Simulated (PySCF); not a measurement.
Electron correlation in Dy⁴⁺ (dysprosium, charge +4)

Starting occupation: [Xe] 4f8, 4f5/2 with m_j = -5/2, -3/2, -1/2, +1/2, +3/2, +5/2, 4f7/2 with m_j = +5/2, +7/2. Computed with PySCF 2.14 in x2c-TZVPall-2c, with X2C-1e with screened-nucleus spin-orbit coupling, Gaussian nucleus. Frozen: [Ar] 3d10; 34 electrons correlated; the 18 highest virtual spinors left out.

MP2 pair energies summed by pair of shells (mhartree):

```
 pair   energy  share (%)
4d-4f  -144.53       15.2
4d-4d  -133.39       14.0
5p-5p  -122.12       12.9
4f-4f   -95.65       10.1
4d-5p   -91.24        9.6
4f-5p   -75.35        7.9
4d-4p   -72.95        7.7
4f-4p   -46.53        4.9
5p-5s   -32.20        3.4
4d-5s   -22.05        2.3
4f-5s   -20.29        2.1
4d-4s   -20.03        2.1
4p-4p   -19.73        2.1
4p-5p   -14.09        1.5
4f-4s   -12.01        1.3
4p-4s   -10.16        1.1
4p-5s    -6.77        0.7
5s-5s    -6.07        0.6
4s-5p    -2.43        0.3
4s-4s    -1.69        0.2
4s-5s    -1.04        0.1
```

Total MP2 correlation energy: -950.34 mhartree.

The GHF reference relaxed away from the jj start to a determinant that is no pure jj level (⟨S²⟩ = 11.84, ⟨J²⟩ = 42.01); the energies belong to that determinant.

This basis was not built for core-valence correlation, so the inner-shell part is incomplete.
